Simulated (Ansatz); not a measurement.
One change: `BB(C)C[SiH3]` becomes `BBC`.

Ansatz, PBE0-D4/def2-TZVP geometries, multiplicity 1. Each molecule was computed in one conformer, which needn't be the lowest.

```json
{"property": "HOMO–LUMO gap (PBE/def2-TZVPP) / eV", "`BB(C)C[SiH3]`": "3.89"}
{"property": "LUMO energy (B3LYP/def2-TZVPP) / eV", "`BB(C)C[SiH3]`": "-1.78"}
{"property": "HOMO energy (PBE0/def2-TZVPP) / eV", "`BB(C)C[SiH3]`": "-7.76"}
{"property": "LUMO energy (PBE0/def2-TZVPP) / eV", "`BB(C)C[SiH3]`": "-1.55"}
{"property": "HOMO energy (ωB97M-V/def2-TZVPP) / eV", "`BB(C)C[SiH3]`": "-10.03"}
{"property": "size of the dipole moment (B3LYP/def2-TZVPP) / D", "`BB(C)C[SiH3]`": "0.77"}
```

Q: Give the same properties after the change, and the shifts. (Best estimate.)

A: Ansatz gave: 
```
                                        property   `BBC`  shift
             HOMO–LUMO gap (PBE/def2-TZVPP) / eV    4.12   0.23
             LUMO energy (B3LYP/def2-TZVPP) / eV   -1.78   0.00
              HOMO energy (PBE0/def2-TZVPP) / eV   -8.01  -0.25
              LUMO energy (PBE0/def2-TZVPP) / eV   -1.55   0.00
           HOMO energy (ωB97M-V/def2-TZVPP) / eV  -10.30  -0.27
size of the dipole moment (B3LYP/def2-TZVPP) / D    0.71  -0.06
```

Dipoles are sizes alone; their direction can turn.

B3LYP here is the variant with VWN-RPA as its local correlation; programs differ in this.
